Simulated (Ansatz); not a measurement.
## CH5AlBe: where a starting geometry ends

The starting geometry of this gas-phase singlet was optimised with GFN2-xTB.

```xyz
8

C     0.0239    0.7902    0.7556
Al   -0.6548   -0.4068   -0.6548
Be    1.2425   -0.2344    1.3483
H     2.2084   -1.0029    1.7008
H    -1.1819   -0.0021   -2.0580
H    -0.6982   -1.9569   -0.4904
H    -0.8099    1.0775    1.4075
H     0.3532    1.7218    0.2767
```

Predict what it relaxes into with B3LYP-D4/def2-TZVP.

It keeps its bonds, and is `[BeH][CH2][AlH2]`.

The energy falls by 0.29 eV over 13 steps:

```json
{"step": "1", "E − E(last) (eV)": "0.292"}
{"step": "2", "E − E(last) (eV)": "0.132"}
{"step": "4", "E − E(last) (eV)": "0.061"}
{"step": "5", "E − E(last) (eV)": "0.035"}
{"step": "6", "E − E(last) (eV)": "0.025"}
{"step": "8", "E − E(last) (eV)": "0.001"}
{"step": "9", "E − E(last) (eV)": "0.001"}
{"step": "10", "E − E(last) (eV)": "0.001"}
{"step": "12", "E − E(last) (eV)": "0.000"}
{"step": "13", "E − E(last) (eV)": "0.000"}
```

Final geometry (Å):

```yaml
atoms:
  - { symbol: C, position_ang: [-0.0132, 0.5346, 0.7327] }
  - { symbol: Al, position_ang: [-0.7982, -0.4398, -0.7442] }
  - { symbol: Be, position_ang: [1.4527, -0.0098, 1.2854] }
  - { symbol: H, position_ang: [2.6268, -0.4733, 1.7026] }
  - { symbol: H, position_ang: [-0.4634, -0.0308, -2.2373] }
  - { symbol: H, position_ang: [-1.7433, -1.6806, -0.4684] }
  - { symbol: H, position_ang: [-0.7063, 0.5050, 1.5842] }
  - { symbol: H, position_ang: [0.1283, 1.5811, 0.4306] }
```

Frequencies at the end are all real (lowest 126 cm⁻¹). Run with Ansatz 0.2.0, 17 s on 2 threads of Intel(R) Xeon(R) Platinum 8259CL CPU @ 2.50GHz (Skylake/Cascade Lake), with other jobs on the host.
